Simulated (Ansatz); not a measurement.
Stepwise reaction of `[F][Ge]([F])([F])[F]` with ammonia, as a gas-phase model of exchange steps in deposition or etching. ΔE in kJ/mol; ΔG adds harmonic PBE0-D4 terms to CCSD(T)/CBS, at 1 bar.

Gas-phase electronic energies from Ansatz, PBE0-D4/def2-TZVP geometries. CCSD(T)/CBS is the MP2 limit (def2-TZVPP, def2-QZVPP) plus CCSD(T) − MP2 in def2-TZVPP, frozen cores. This one scheme is used for every species. DFT in def2-TZVPP. B3LYP here is the variant with VWN-RPA as its local correlation; programs differ in this. For Ge outer-core shells are correlated without core-valence functions, which leaves a few kJ/mol of doubt a bond. Scalar relativity is left out up to krypton. One conformer a species, not always the lowest.

| step | reaction | PBE-D4 | B3LYP-D4 | ωB97M-V | CCSD(T)/CBS | ΔG(600 K) |
| --- | --- | --- | --- | --- | --- | --- |
| 1 | `[F][Ge]([F])([F])[F]` + NH₃ → `[NH2][Ge]([F])([F])[F]` + H–F | 24.1 | 25.3 | 25.3 | 18.0 | 0.4 |
| 2 | `[NH2][Ge]([F])([F])[F]` + NH₃ → `[NH2][Ge]([NH2])([F])[F]` + H–F | 34.8 | 36.9 | 36.7 | 29.2 | 37.1 |
| 3 | `[NH2][Ge]([NH2])([F])[F]` + NH₃ → `[NH2][Ge]([NH2])([NH2])[F]` + H–F | 59.0 | 62.1 | 61.6 | 53.0 | 47.6 |
| 4 | `[NH2][Ge]([NH2])([NH2])[F]` + NH₃ → `[NH2][Ge]([NH2])([NH2])[NH2]` + H–F | 70.2 | 73.6 | 72.6 | 63.5 | 64.5 |

Q: By hand: ΔE of the 4 steps together at CCSD(T)/CBS.

A: (18.0) + (29.2) + (53.0) + (63.5) = 163.7 kJ/mol, or 40.9 kJ/mol a step.

In ΔE each step is higher than the one before. All are uphill at CCSD(T)/CBS. ΔG lies between 0.4 and 64.5 kJ/mol a step. PBE-D4 differs from CCSD(T)/CBS by 5.6 to 6.7 kJ/mol a step. Isolated molecules leave out the surface, adducts and barriers. Largest T1 diagnostic: 0.012.
